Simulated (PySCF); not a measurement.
C2H8FNSi2, SMILES F[Si@@H]1CNC[SiH2]1.

Geometry: r2SCAN-D4/def2-SVP. The structure was generated by enumeration; whether it is a known compound was not checked. Other conformers were not sampled.

These are PySCF with SMD-M06-2X/def2-SVP values and carry that method's errors.

Solvation free energies are E(SMD) − E(gas) at the gas-phase geometry, for 1 M in both phases. In vacuum the dipole moment is 1.62 D.

Estimate the solvation free energies in water, n-hexane, tetrahydrofuran. (An estimate is asked for; the answer gives what the named calculation found.)


```csv
solvent,ΔG(solv) (kcal/mol),its non-electrostatic (CDS) part,dipole (D)
water,-2.4,3.3,2.08
n-hexane,-2.6,-0.6,1.77
tetrahydrofuran,-4.3,0.3,1.98
```
